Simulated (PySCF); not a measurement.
**fluorobenzene: calculation against experiment**

**Experimental background.**

From NIST CCCBDB Release 22 (SRD 101), experimental dipoles, for the gas: dipole moment 1.6 D.

The results are set against them at the end.

Compound: fluorobenzene, C6H5F.
SMILES with atom numbers: `[F:1][c:2]1[cH:3][cH:4][cH:5][cH:6][cH:7]1` (hydrogens: H8 on C3; H9 on C4; H10 on C5; H11 on C6; H12 on C7)

Cartesian coordinates in Å at the PBE0-D3(BJ)/def2-SVP level; atoms count from 1:
```
atom  x, y, z in Å
F1    -2.258   -1.312   -0.133
C2    -1.146   -0.577   -0.136
C3     0.087   -1.219   -0.154
C4     1.247   -0.445   -0.157
C5     1.168    0.948   -0.143
C6    -0.080    1.570   -0.125
C7    -1.249    0.810   -0.122
H8     0.121   -2.309   -0.164
H9     2.221   -0.938   -0.170
H10    2.080    1.549   -0.145
H11   -0.149    2.660   -0.114
H12   -2.238    1.272   -0.109
```

Runs made with PySCF (gas phase, on this PBE0-D3(BJ)/def2-SVP geometry; no spin–orbit coupling):

| level | job | basis functions | wall time |
| --- | --- | --- | --- |
| PBE0-D3(BJ)/def2-SVP, grid level 1 | geometry optimisation from a GFN2-xTB start shaken at random | 123 | 36 s |

Hardware: Arm Neoverse V1, one thread, no GPU, on a shared host.

## Comparison

**Dipole moment.** Measured: 1.6 D (NIST CCCBDB Release 22 (SRD 101), experimental dipoles).

```json
{"level": "PBE0-D3(BJ)/def2-SVP", "computed (D)": "1.35", "computed − measured (D)": "-0.25", "% (from the printed values)": "-16"}
```

The computed dipoles belong to one fixed geometry; measured ones are averaged over vibrations unless marked μe. Magnitudes are compared, not signs.

No measured geometry was used, and the causes of the misses weren't examined.
